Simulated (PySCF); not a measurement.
**Computed structure and properties of [Yb(PH3)]2+**

System: [Yb(PH3)]2+ (singlet); start: template (C3v). Method: PySCF 2.14.0, RKS PBE0, Yb def2-SVP with ECP28, P def2-SVP, H def2-SVP; non-relativistic Hamiltonian with scalar-relativistic core potentials where named; density fitting; no spin-orbit coupling.

Input of the relaxation:

```python
mol = gto.M(atom='''
Yb    -0.00000    -0.00000    -0.50089
P      0.00000     0.00000     2.49661
H      1.21001    -0.00000     3.23981
H     -0.60500     1.04790     3.23981
H     -0.60501    -1.04789     3.23981''',
    basis={'Yb': 'def2-SVP', 'P': 'def2-SVP', 'H': 'def2-SVP'},
    ecp={'Yb': 'def2-SVP'},
    charge=2, spin=0)
mf = dft.RKS(mol, xc='PBE0')
mf.grids.atom_grid = (50, 194)  # f atoms: unpruned, at least (60, 302)
mf = mf.density_fit()  # fitting sets: Yb def2-universal-JKFIT, P def2-universal-JKFIT, H def2-universal-JKFIT
mf.conv_tol = 1e-08; mf.max_cycle = 55
mf.kernel(dm0)  # dm0: converged density of the start geometry
# quasi-Newton relaxation in Cartesian coordinates to a largest gradient under 0.00045 Eh/bohr, steps kept in the point group
```

Run from Python with OMP_NUM_THREADS=2; the lines above give its settings. Where DIIS fails, smearing, a level shift and second-order steps follow.
It took 22 s on 2 threads of Intel(R) Xeon(R) 6975P-C (Granite Rapids), on a shared host, from the converged density of the start.

Course of the relaxation:

```
step  energy above end (eV)  largest force component within the symmetry (eV/Å)
   0                 0.0915                                               0.922
   1                 0.0144                                               0.435
   2                 0.0021                                               0.108
   3                 0.0007                                               0.074
   4                 0.0002                                               0.077
   5                 0.0000                                               0.034
   6                 0.0000                                               0.005
```

Relaxed geometry (C3v):

```xyz
5

Yb    0.0000    0.0000   -0.4038
P     0.0000    0.0000    2.5630
H     1.2742    0.0000    3.1853
H    -0.6371    1.1035    3.1853
H    -0.6371   -1.1035    3.1853
```

```
     contact      Å
Yb1–P2 (PH3)  2.967
```

On the finer grid (75, 302):

- HOMO: -18.04 eV
- LUMO: -11.98 eV
- Dipole about the centre of mass: 1.20 D
- Set of Mulliken populations of Yb1 outside the core potential: s 4.19, p 12.10, d 10.12, f 14.00
- D3(BJ) dispersion energy (not in the energies): -0.121 eV

```
atom  Mulliken (e)  Löwdin (e)  spin (e)
 Yb1          1.58        1.45      0.00
  P2         -0.08        0.41      0.00
  H3          0.17        0.05      0.00
  H4          0.17        0.05      0.00
  H5          0.17        0.05      0.00
```

A rough frequency check found all modes real, so this is a minimum.

Taking off one PH3 (charge 0, singlet; the rest: singlet) in vacuum, both parts rigid, costs 2.42 eV; the small basis without counterpoise inflates it. Parting with an electron moved from the ligand to the metal can be far cheaper, even downhill.

Rigid scan of PH3 along the line from its metal:

(distance to P2 (Å), energy (eV)): (2.67, 0.229), (2.77, 0.091), (2.87, 0.021), (2.97, 0.000), (3.07, 0.017), (3.17, 0.060), (3.37, 0.200)

One start shape was tried, so this needn't be the lowest isomer.
